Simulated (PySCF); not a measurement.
Working out the ionisation energy of Kr⁺

Kr⁺ [Ar] 3d10 4s2 4p5 (2P) → Kr²⁺ [Ar] 3d10 4s2 4p4 (3P). All numbers are calculated (PySCF 2.14, a scalar-relativistic core potential, in aug-cc-pVTZ-PP with one added diffuse shell each of s, d, f type with ECP10MDF (7s5p5d3f, 68 functions)). Frozen: 3s2 3p6 3d10. Energies in hartree (1 hartree = 27.21139 eV):

```tsv
part	Kr⁺ (lower)	Kr²⁺ (upper)
UHF	-461.718411	-460.864365
MP2 opposite-spin	-0.109546	-0.085588
MP2 same-spin	-0.031897	-0.024638
```

Task: What does Hartree-Fock give?

Result: (-460.864365) − (-461.718411) = 0.854046 hartree = 23.240 eV.

Task: What do MP2 and SCS-MP2 (6/5 opposite-spin, 1/3 same-spin) give?

Result: The opposite-spin parts differ by 0.652 eV and the same-spin parts by 0.198 eV. MP2: 23.240 + (0.652) + (0.198) = 24.090 eV. SCS-MP2: 23.240 + 1.2 × (0.652) + (0.198)/3 = 24.088 eV.

Reference: 24.360 eV (measured; NIST Atomic Spectra Database, ionization energies), between the lowest levels; spin-orbit coupling is absent from the calculation.

What remains against the reference includes basis incompleteness, the frozen core and correlation beyond second order.
